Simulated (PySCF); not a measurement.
One of the candidates below gave these computed data.

All candidates are C8H13NO.

- Dipole: 1.88 D [PBE0/pcSseg-1]
- Rotational structure: rotational constants A, B, C: 1.720, 1.145, 0.805 GHz [GFN2-xTB]
- 13C NMR: chemical shifts (computed TMS as zero) by class: 168.8 (1 C), 147.0 (1 C), 124.0 (1 C), 85.6 (1 C), 80.3 (1 C), 60.7 (1 C), 49.9 (1 C), 45.9 (1 C) ppm [GIAO PBE0/pcSseg-1]
- NMR, other nuclei: isotropic shieldings of nuclei other than C and H, by class: -125 (1 N), 287 (1 O) ppm [GIAO PBE0/pcSseg-1]
- 1H NMR: chemical shifts (computed TMS as zero) by class: 7.44 (1 H), 6.29 (1 H), 5.43 (1 H), 5.39 (1 H), 4.24 (1 H), 3.65 (1 H), 3.35 (3 H), 3.23 (1 H), 2.94 (1 H), 2.66 (1 H), 1.30 (1 H) ppm [GIAO PBE0/pcSseg-1]

Electronic properties: PySCF, gas phase, density fitting. Levels stand in brackets. Isolated species at its GFN2-xTB geometry (one conformer only). Each NMR value is the plain mean over a class of atoms that symmetry, rotation or inversion makes alike.

**Question.** Which candidate is it?
A. `CCC[C@@H]1C=C[C@@H]1NC=O`
B. `C=C/C=C/CC(=O)N(C)C`
C. `CC=C=CCN(C)C(C)=O`
D. `[H]/N=C1\C=CC[C@@H]1CCOC`
E. `C=CC[C@@H]1N=CC[C@H]1OC`

**Answer.** E. It is `C=CC[C@@H]1N=CC[C@H]1OC`. Numbering: `[CH2:1]=[CH:2][CH2:3][C@@H:4]1[N:5]=[CH:6][CH2:7][C@H:8]1[O:9][CH3:10]`. Its formula, C8H13NO, gives 3 degrees of unsaturation: 1 ring and 2 π bonds in the structure found. 8 carbons fall into 8 classes; from least to most shielded: imine carbon [C6] (168.8 ppm), alkene CH carbon [C2] (147.0 ppm), terminal =CH2 carbon [C1] (124.0 ppm), ring sp3 carbon bound to oxygen [C8] (85.6 ppm), ring sp3 carbon bound to nitrogen [C4] (80.3 ppm), methoxy carbon [C10] (60.7 ppm), ring CH2 carbon [C7] (49.9 ppm), allylic carbon [C3] (45.9 ppm). Hydrogen classes from least to most shielded: 1 H on an imine carbon, C6 (7.44 ppm), 1 H on an alkene CH carbon, C2 (6.29 ppm), 1 H on a terminal =CH2 carbon, C1 (5.43 ppm), 1 H on a terminal =CH2 carbon, C1 (5.39 ppm), 1 H on an sp3 carbon bound to nitrogen, C4 (4.24 ppm), 1 H on an sp3 carbon bound to oxygen, C8 (3.65 ppm), 3 H on a methoxy carbon, C10 (3.35 ppm, a mean of values up to 0.7 ppm apart in this geometry), 1 H on an allylic carbon, C3 (3.23 ppm), 1 H on a ring CH2 carbon, C7 (2.94 ppm), 1 H on a ring CH2 carbon, C7 (2.66 ppm), 1 H on an allylic carbon, C3 (1.30 ppm). The other shieldings belong to: -125 ppm, imine nitrogen [N5]; 287 ppm, ether oxygen [O9]. The optimised geometry has point group C1 and is an asymmetric top.

The others, at the same levels:
- `[H]/N=C1\C=CC[C@@H]1CCOC` fails: its computed 13C shifts are 192.4 (1 C), 159.9 (1 C), 138.9 (1 C), 74.7 (1 C), 61.4 (1 C), 44.3 (1 C), 40.6 (1 C), 39.5 (1 C) ppm, 1H shifts are 9.79 (1 H), 7.00 (1 H), 5.89 (1 H), 5.16 (1 H), 3.53 (3 H), 3.23 (1 H), 3.07 (1 H), 2.30 (1 H), 2.23 (1 H), 1.86 (1 H), 1.53 (1 H) ppm and rotational constant A is 3.016 GHz (against 1.720 GHz).
- `C=C/C=C/CC(=O)N(C)C` fails: its computed 13C shifts are 170.6 (1 C), 145.5 (1 C), 143.0 (1 C), 139.7 (1 C), 123.3 (1 C), 46.1 (1 C), 36.7 (1 C), 36.0 (1 C) ppm, 1H shifts are 6.67 (1 H), 6.36 (1 H), 6.00 (1 H), 5.48 (1 H), 5.40 (1 H), 3.18 (2 H), 3.07 (3 H), 3.05 (3 H) ppm and rotational constant A is 2.611 GHz (against 1.720 GHz).
- `CC=C=CCN(C)C(C)=O` fails: its computed 13C shifts are 219.1 (1 C), 170.9 (1 C), 93.8 (1 C), 91.9 (1 C), 49.6 (1 C), 34.7 (1 C), 23.7 (1 C), 18.8 (1 C) ppm, 1H shifts are 5.41 (1 H), 5.18 (1 H), 4.15 (2 H), 2.97 (3 H), 2.00 (3 H), 1.86 (3 H) ppm and rotational constant A is 3.148 GHz (against 1.720 GHz).
- `CCC[C@@H]1C=C[C@@H]1NC=O` fails: its computed 13C shifts are 160.8 (1 C), 155.2 (1 C), 145.7 (1 C), 52.6 (1 C), 50.7 (1 C), 38.6 (1 C), 24.2 (1 C), 17.1 (1 C) ppm, 1H shifts are 8.29 (1 H), 6.60 (1 H), 6.22 (1 H), 5.62 (1 H), 4.66 (1 H), 3.00 (1 H), 1.69 (1 H), 1.59 (1 H), 1.11 (1 H), 1.02 (3 H), 0.77 (1 H) ppm and rotational constant A is 1.426 GHz (against 1.720 GHz).

Each candidate is one conformer, not necessarily the lowest. Dipoles, sizes and rotational constants follow the conformer. The torsions of the flexible species, by atom-mapped SMILES:
- `[H]/[N:10]=[C:9]1/[C@@H:5]([CH2:4][CH2:3][O:2][CH3:1])[CH2:6][CH:7]=[CH:8]1`: C1–O2–C3–C4 -177°, O2–C3–C4–C5 178°, C3–C4–C5–C6 174°
- `[CH2:1]=[CH:2]/[CH:3]=[CH:4]/[CH2:5][C:6](=[O:7])[N:8]([CH3:9])[CH3:10]`: C1–C2–C3–C4 180°, C3–C4–C5–C6 -130°, C4–C5–C6–O7 -100°, C5–C6–N8–C9 3°
- `[CH3:1][CH:2]=[C:3]=[CH:4][CH2:5][N:6]([CH3:7])[C:8]([CH3:9])=[O:10]`: C3–C4–C5–N6 -111°, C4–C5–N6–C7 68°, C5–N6–C8–C9 -179°
- `[CH3:1][CH2:2][CH2:3][C@@H:4]1[CH:5]=[CH:6][C@@H:7]1[NH:8][CH:9]=[O:10]`: C1–C2–C3–C4 -178°, C2–C3–C4–C5 176°, C6–C7–N8–C9 140°, C7–N8–C9–O10 0°

The conformers of `C=CC[C@@H]1N=CC[C@H]1OC` aren't listed.
